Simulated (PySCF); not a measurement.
SMILES [O]=[Zr]=[O] (PBE0/def2-SVP optimised geometry):

```
3

Zr    -0.609    -0.838     0.000
O      1.153    -0.838     0.000
O     -1.153     0.838     0.000
```

Calculation: PBE0/def2-TZVP, def2 effective core potentials past Kr (PySCF).

Task: What are the frontier orbital energies and the dipole moment?

Result: HOMO-2 -8.00 eV, HOMO-1 -7.56 eV, HOMO -6.76 eV, LUMO -2.90 eV, LUMO+1 -1.51 eV; dipole moment 7.92 D.

On the same geometry PySCF with PBE/def2-TZVP, def2 effective core potentials past Kr gives HOMO-2 -6.67 eV, HOMO-1 -6.20 eV, HOMO -5.30 eV, LUMO -3.56 eV, LUMO+1 -2.23 eV; dipole moment 7.30 D.
